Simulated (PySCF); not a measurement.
diisopropyl telluride (C₆H₁₄Te), singlet, geometry from GFN2-xTB (core potentials on Te). Base run: DF-SCAN/def2-SVP run with PySCF.

The PySCF input:
```python
from pyscf import gto, scf, dft

mol = gto.Mole()
mol.atom = '''
    C     1.822818    1.392466    1.169686
    C     1.548053   -0.077525    0.918238
    C     2.816040   -0.819424    0.542591
    Te    0.041550   -0.351737   -0.660699
    C    -1.610147    0.375309    0.601490
    C    -2.047211    1.769598    0.192414
    C    -2.776248   -0.594587    0.564080
    H     2.236065    1.862872    0.279413
    H     2.543137    1.506105    1.980628
    H     0.913656    1.919515    1.451614
    H     1.119947   -0.524624    1.817375
    H     2.617423   -1.877039    0.384065
    H     3.556345   -0.723460    1.336591
    H     3.242457   -0.409914   -0.370893
    H    -1.196459    0.404591    1.610779
    H    -1.213686    2.468561    0.216278
    H    -2.457571    1.759222   -0.815440
    H    -2.819427    2.135442    0.870037
    H    -2.469341   -1.588687    0.881971
    H    -3.181435   -0.665238   -0.443475
    H    -3.571559   -0.252054    1.226406
'''
mol.basis = 'def2-svp'
mol.ecp = {'Te': 'def2-svp'}
mol.charge = 0
mol.spin = 0
mol.verbose = 4
mol.build()

mf = dft.RKS(mol)
mf.xc = 'scan'
mf = mf.density_fit(auxbasis='def2-universal-jkfit')
mf.kernel()
```

Variants of this job, named by their change:

```csv
change,ΔE vs base (mEh),grid points,electrons on the grid,outcome
base,0.000,243984,74.00009,converged
grids.level = 2,12.461,156504,73.99999,converged
"grids.atom_grid = (150, 974)",-,-,-,cut at the time limit
grids.level = 5,4.020,634256,73.99999,converged
grids.level = 7,4.219,1311280,74.00000,converged
grids.level = 0,148.9,18032,73.97682,converged
grids.prune = dft.gen_grid.treutler_prune,0.141,211760,74.00009,converged
grids.level = 1,-9.163,73720,73.99985,converged
grids.radi_method = gauss_chebyshev,7.992,237792,74.00009,converged
small_rho_cutoff = 0,0.000,243984,74.00009,converged
```
